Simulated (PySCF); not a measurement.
**Electron correlation in Fe²⁺ (iron, charge +2)**

[Ar] 3d5 4p1, high-spin 7P determinant (an excited configuration). All numbers are calculated (PySCF 2.14, the spin-free X2C one-electron Hamiltonian (Gaussian nucleus), in ANO-RCC-VTZP (6s5p3d2f1g, 59 functions)). Frozen: [Ar]; 6 electrons correlated.

| level | correlation energy (mhartree) |
| --- | --- |
| CCSD | -82.54 |
| (T) | -0.72 |
| CCSD(T) | -83.26 |

Diagnostics: T1 = 0.0051, D1 = 0.0138, largest double amplitude 0.023.

Cost of the coupled-cluster step: about 3 core-seconds, for 6 correlated electrons.

Iterations:

```
CC2 = 0
CCSD nocc = (np.int64(6), np.int64(0)), nmo = (50, 50)
frozen orbitals [[0, 1, 2, 3, 4, 5, 6, 7, 8], [0, 1, 2, 3, 4, 5, 6, 7, 8]]
max_cycle = 100
direct = 0
conv_tol = 1e-08
conv_tol_normt = 1e-06
diis_space = 8
diis_start_cycle = 0
Init t2, MP2 energy = -0.0770568849742275
Init E_corr(UCCSD) = -0.077056884974924
cycle = 1  E_corr(UCCSD) = -0.081770992280782  dE = -0.00471410731  norm(t1,t2) = 0.0156007
cycle = 2  E_corr(UCCSD) = -0.0823454773185536  dE = -0.000574485038  norm(t1,t2) = 0.00530098
cycle = 3  E_corr(UCCSD) = -0.0825489328665434  dE = -0.000203455548  norm(t1,t2) = 0.00221277
cycle = 4  E_corr(UCCSD) = -0.0825294376638796  dE = 1.94952027e-05  norm(t1,t2) = 0.000419929
cycle = 5  E_corr(UCCSD) = -0.0825348733892493  dE = -5.43572537e-06  norm(t1,t2) = 0.000108873
cycle = 6  E_corr(UCCSD) = -0.0825350418568663  dE = -1.68467617e-07  norm(t1,t2) = 7.25213e-05
cycle = 7  E_corr(UCCSD) = -0.0825355063555914  dE = -4.64498725e-07  norm(t1,t2) = 0.00024428
cycle = 8  E_corr(UCCSD) = -0.0825353908037605  dE = 1.15551831e-07  norm(t1,t2) = 2.53654e-06
cycle = 9  E_corr(UCCSD) = -0.0825354073214518  dE = -1.65176914e-08  norm(t1,t2) = 6.30289e-07
cycle = 10  E_corr(UCCSD) = -0.0825354051098117  dE = 2.21164012e-09  norm(t1,t2) = 1.39908e-07
UCCSD converged
E(UCCSD) = -1270.309325453435  E_corr = -0.08253540510981172
UCCSD(T) correction = -0.00072301283596894
```
